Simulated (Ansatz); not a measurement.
## Correcting a cheap level on fluorocarbon molecules

The vertical ionisation energy (cation less neutral) in eV of 8 fluorocarbon molecules: x at HF/def2-TZVPP, y at CCSD(T)/def2-TZVPP. Shapes, held fixed at every level: PBE0-D4/def2-TZVP. Flexible molecules stand in one conformer, not always the lowest. Programs: Ansatz 0.2.0.

| molecule | x (eV) | y (eV) |
| --- | --- | --- |
| C5H6F2 (SMILES FC1=CCCC1F) | 8.64 | 9.91 |
| C5H6F2 (SMILES FC1C=CCC1F) | 8.85 | 10.34 |
| C4H3F5 (SMILES C/C(F)=C(\F)C(F)(F)F) | 9.46 | 10.41 |
| C5H3F5 (SMILES FC1=C(F)C(F)(F)C(F)C1) | 9.52 | ? |
| C3F6 (hexafluoropropylene) | 10.23 | 10.98 |
| C4H3F5 (SMILES FC1C(F)C(F)(F)C1F) | 12.16 | 11.93 |
| C4H6F4 (SMILES CC(F)(F)C(F)CF) | 12.40 | 12.25 |
| C4H6F4 (SMILES FCC(F)C(F)CF) | 12.50 | 12.19 |

Problem. Fit y = c + s·x to the known rows and predict y for C5H3F5.

Solution. 
1. Means of the 7 rows: x = 10.6057, y = 11.144.
2. Σ(Δx)² = 17.624, Σ(Δx·Δy) = 9.9274, so the slope is 9.9274/17.624 = 0.56329.
3. Intercept: 11.144 − (0.56329) × 10.6057 = 5.170. The largest residual of the fit is 0.18.
4. C5H3F5: 5.170 + 0.56329 × 9.52 = 10.53 eV.

CCSD(T)/def2-TZVPP gives 10.47 eV, so the prediction is off by +0.06 eV, within the largest residual. Uncorrected, HF/def2-TZVPP misses C5H3F5 by -0.95 eV, and the other rows by 0.74 on average. The line removes about 95 % of this miss. Left out in turn, the other rows are missed by 0.13 eV on average, so much of the error is systematic among these molecules. Cations run unrestricted.
